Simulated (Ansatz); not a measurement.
`C[CH](C)[Ga]([OH])[CH](C)C`, 23 atoms. The species carries charge 0 and has multiplicity 1. Correlated methods include outer-core shells of Ga, which these sets cover unevenly. Scalar relativity is left out up to krypton. Hardware: A = 4 threads of an AMD EPYC 7R13 on a shared host and a share of an NVIDIA H100 80 GB; B = 4 threads of an AMD EPYC 7R13 on a shared host. Correlated methods freeze the cores.

(1) How many basis functions does each run have, and how long does it take in Ansatz? RKS PBE0-D4/def2-TZVPP energy [A]; direct RPA on PBE orbitals/def2-TZVPP energy [A]; RKS ωB97M-V/def2-QZVPP energy [A]; RKS PBE0-D4/def2-TZVP relaxation (22 steps) [A]; RKS PBE0-D4/def2-SVP energy [B]; RKS ωB97M-V/def2-SVP energy [B]; RKS PBE0-D4/def2-QZVPP energy [A]; RKS BHLYP-D4/def2-TZVPP energy [A]; RHF-MP2/def2-QZVPP energy [A]; RHF-CCSD(T)/def2-SVP energy [A]; RKS B2PLYP (frozen core)/def2-TZVPP energy [A]; RKS PBE-D4/def2-TZVPP energy and forces [A]. (Best estimate.)

Answers

(1) Ansatz gave: Other jobs shared the machine, so times are rough.

```csv
level,job,functions,wall time,peak host memory (GiB)
RKS PBE0-D4/def2-TZVPP,energy [A],475,3.7 s,1.1
RHF-CCSD(T)/def2-SVP,energy [A],205,3.9 s,0.83
RKS BHLYP-D4/def2-TZVPP,energy [A],475,4.9 s,1.1
RKS B2PLYP (frozen core)/def2-TZVPP,energy [A],475,6 s,2.4
RKS PBE0-D4/def2-SVP,energy [B],205,6.5 s,0.98
RKS PBE-D4/def2-TZVPP,energy and forces [A],475,6.5 s,1.1
direct RPA on PBE orbitals/def2-TZVPP,energy [A],475,14 s,2.5
RKS ωB97M-V/def2-SVP,energy [B],205,15 s,1.2
RKS PBE0-D4/def2-QZVPP,energy [A],938,16 s,1.5
RHF-MP2/def2-QZVPP,energy [A],938,17 s,1.7
RKS ωB97M-V/def2-QZVPP,energy [A],938,18 s,1.6
RKS PBE0-D4/def2-TZVP,relaxation (22 steps) [A],355,61 s,1.1
```
